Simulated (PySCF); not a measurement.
**Correlation energy of Ru³⁺ (ruthenium, charge +3)**

[Kr] 4d5, high-spin 6S determinant. All numbers are calculated (PySCF 2.14, scalar relativity by spin-free X2C-1e, in x2c-TZVPPall with one added diffuse shell each of s, p, d, f type (9s7p7d3f1g, 95 functions)). Frozen: [Ar] 3d10; 13 electrons correlated.

```csv
level,correlation energy (mhartree)
CCSD,-349.14
(T),-6.75
CCSD(T),-355.89
```

Diagnostics: T1 = 0.0019, D1 = 0.0037, largest double amplitude 0.023.

Cost of the coupled-cluster step: roughly 50 core-seconds, for 13 correlated electrons.

This basis was not built for core-valence correlation, so the inner-shell part is incomplete.
